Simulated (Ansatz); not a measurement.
A nudged elastic band was laid between two geometries of H₄O₃Si (8 atoms, charge 0, multiplicity 1).

Computed with RHF/def2-SVP in Ansatz 0.2.0.

```yaml
movable_images: 5
climbing_image: yes
spring: 2.0 to 10.0 eV/Å², energy-weighted
optimiser: quadratic models (default)
start_path: through a guess of the saddle point
force_threshold: 0.05 eV/Å
iteration_limit: 60
end_points: relaxed
```

First end point:

```xyz
8
Properties=species:S:1:pos:R:3
Si -0.041 -0.126 0.417
H 0.076 0.095 1.861
O 1.391 -0.640 -0.208
H 2.181 -0.142 -0.074
O -0.539 1.298 -0.212
H -0.923 1.318 -1.075
O -1.118 -1.295 0.025
H -0.799 -2.156 -0.195
```

Last end point:

```xyz
8
Properties=species:S:1:pos:R:3
Si -1.169 -0.050 0.577
H 1.901 -0.041 1.565
O 1.396 0.004 0.766
H 1.721 -0.675 0.190
O -1.097 1.282 -0.392
H -0.773 1.176 -1.275
O -0.809 -1.223 -0.575
H -0.940 -2.122 -0.317
```

**Question.** Which bonds break or form, and what moves?

**Answer.** Bonds broken: Si1–H2, Si1–O3. Bonds formed: H2–O3. H4O3Si becomes H2O + H2O2Si.

**Question.** What energy profile does the band end with?

**Answer.** The run converged. The highest image is number 3 of 0 to 6, 4.44 eV above the first end and 2.00 eV above the last; the last end lies 2.44 eV above the first. Neighbouring images differ by up to 2.2 eV, so the band resolves the path poorly. Another band between the same ends (5 images) ends at a top of the same energy, where a vibrational analysis finds 1 clearly imaginary mode. The orbitals stay closed-shell, which can raise the energy where a bond breaks towards radicals; this wasn't checked here.

| image | path coordinate (Å) | energy (eV) | Si1–H2 (Å) | Si1–O3 (Å) | H2–O3 (Å) |
| --- | --- | --- | --- | --- | --- |
| 0 | 0.00 | 0.00 | 1.47 | 1.64 | 2.56 |
| 1 | 1.31 | 1.34 | 1.47 | 1.66 | 1.98 |
| 2 | 1.71 | 3.56 | 1.52 | 1.75 | 1.55 |
| 3 | 1.97 | 4.44 | 1.61 | 1.85 | 1.27 |
| 4 | 2.24 | 3.64 | 1.80 | 1.98 | 1.03 |
| 5 | 2.64 | 2.73 | 2.27 | 2.22 | 0.95 |
| 6 | 3.50 | 2.44 | 3.22 | 2.57 | 0.95 |

**Question.** What is the geometry of the highest image?

**Answer.** 
```xyz
8
Properties=species:S:1:pos:R:3
Si -0.340 0.033 0.534
H 0.942 -0.114 1.504
O 1.502 -0.020 0.367
H 1.934 -0.786 -0.002
O -0.860 1.344 -0.296
H -1.127 1.224 -1.196
O -0.843 -1.247 -0.393
H -0.978 -2.084 0.021
```

Run time: 84 s on 1 thread of Arm Neoverse V1 (shared host), peak memory 0.14 GiB.
